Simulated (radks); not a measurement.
Question: These are the eigenvalues of the occupied orbitals of an atom or ion with whole-number occupations (hartree). All-electron calculation, non-relativistic Kohn-Sham, PBE, spin-polarised, spherical densities, point nucleus. Program: a radial shooting solver on a logarithmic mesh with Libxc functionals.

1s up: -2350.265
1s down: -2350.255
2s up: -392.4908
2s down: -392.4850
2p up: -376.5303
2p down: -376.5216
3s up: -95.28031
3s down: -95.24580
3p up: -87.88210
3p down: -87.84893
3d up: -74.09082
3d down: -74.06531
4s up: -24.84489
4s down: -24.79120
4p up: -21.74625
4p down: -21.69142
4d up: -16.09649
4d down: -16.03898
5s up: -8.80851
4f up: -8.68245
5s down: -8.67436
4f down: -8.61509
5p up: -7.75799

Which element is it, and in what charge state? The configuration may be excited. Open shells, if any, are filled with parallel spins first.

Answer: Z = 74, tungsten, charge +11: W11+ in [Kr] 4d10 4f13 5s2 5p2. The list shows which subshells hold electrons but not how many an open one holds; the 1s level, -2350.3 hartree, gives Z - s = 68.6 by -(Z - s)^2/2, which with screening narrows Z to a few neighbours, and the depths of the outer levels then fix element, charge and occupations together.
